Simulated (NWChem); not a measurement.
C$_{2}$H$_{7}$BClN; SMILES CN(C)BCl

```xyz
12

B     -0.8057    -0.3380     0.0002
H     -2.0093    -0.2893     0.0006
Cl    -0.0405    -1.9400    -0.0012
N     -0.0527     0.8334     0.0009
C      1.3903     0.8950     0.0005
C     -0.6958     2.1282     0.0019
H      1.7598     1.4344    -0.8894
H      1.7607     1.4301     0.8926
H      1.8126    -0.1170    -0.0022
H     -0.4077     2.7140     0.8929
H     -0.4081     2.7151    -0.8886
H     -1.7866     2.0096     0.0021
```
Atoms are numbered in this order, from 1.

Computed with NWChem. Coordinates come from a PBE0/def2-SVP optimisation. No frequency run checked for a minimum. Vzz is the largest principal value of the second derivative of the potential at the nucleus (NWChem prints the opposite sign); η is the asymmetry. Non-relativistic.

For level B3LYP/def2-SVP:

- Vzz B1 (a.u.) = 0.264
- Vzz Cl3 (a.u.) = 1.950
- Vzz N4 (a.u.) = -0.650

How do the values read with level Hartree-Fock/def2-TZVP instead?


| Item | Value |
|---|---|
| Vzz B1 (a.u.) | 0.351 |
| Vzz Cl3 (a.u.) | 2.123 |
| Vzz N4 (a.u.) | -0.700 |
